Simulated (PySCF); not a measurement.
Atoms are numbered as in `[O:1]=[CH:2][c:3]1[cH:4][n:5]([SiH3:6])[n:7][n:8]1` (H(Xn): hydrogen on atom n).

[PySCF 2.14: coordinates at the GFN2-xTB level; shieldings: GIAO PBE0/pcSseg-1; one averaged value for each set of equivalent atoms; one conformer; no relativistic terms; isolated molecule]

**Question.** Predict the 2D correlation tables (HSQC, COSY, HMBC).

**Answer.** 

HSQC (one-bond C–H):
```csv
δH,δC
10.60 (H(C2)),191.2 (C2)
8.44 (H(C4)),137.6 (C4)
```

HMBC (two and three bonds, from the bond graph):
```csv
δH,δC
10.60 (H(C2)),"155.0 (C3), 137.6 (C4)"
8.44 (H(C4)),"191.2 (C2), 155.0 (C3)"
5.40 (H(Si6)),137.6 (C4)
```

No COSY cross peaks are expected.

Referencing at the same level of theory: 1H and 13C vs TMS.

Shifts are as computed. Against solution values, carbons near 30 ppm lie about +3 ppm off and those near 130 ppm about +5 ppm. Of 1211 compounds with measured shifts, 218 miss one by over three times the rms of a fit or turn the order of signals round; such compounds aren't used in these exercises.
